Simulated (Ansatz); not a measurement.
Reaction (substitution at a C–O bond): `C=CC(=C)O` + H₂Te → `C=CC(=C)[TeH]` + H₂O

Calculated with Ansatz (gas phase, PBE0-D4/def2-TZVP geometries, no zero-point term in ΔE). CCSD(T)/CBS is the MP2 limit (def2-TZVPP, def2-QZVPP) plus CCSD(T) − MP2 in def2-TZVPP, frozen cores. This one scheme is used for every species. DFT in def2-TZVPP. def2 core potentials past Kr. For Te outer-core shells are correlated without core-valence functions, which leaves a few kJ/mol of doubt a bond. One conformer a species, not always the lowest.

CCSD(T)/CBS gives -7.3 kcal/mol.

(1) Another level gave -8.8 kcal/mol. Which?
A. HF/def2-TZVPP
B. CCSD(T)/def2-TZVPP
C. PBE/def2-TZVPP
D. MP2/def2-TZVPP

Largest T1 diagnostic among the species: 0.012.

Results:

(1) D. MP2/def2-TZVPP -8.8, CCSD(T)/def2-TZVPP -5.2, HF/def2-TZVPP 2.4, PBE -1.2 kcal/mol.

The D4 term adds −3.0 kcal/mol with B3LYP and −1.6 kcal/mol with PBE0; it sums over pairs of atoms, weighted by their polarisabilities, and B3LYP, whose exchange is more repulsive, gets the larger term. In def2-TZVPP, CCSD(T) changes the Hartree–Fock value by −7.6 kcal/mol (the triples alone add −1.2 kcal/mol) and MP2 by −11.2 kcal/mol.

B3LYP here is the variant with VWN-RPA as its local correlation; programs differ in this.
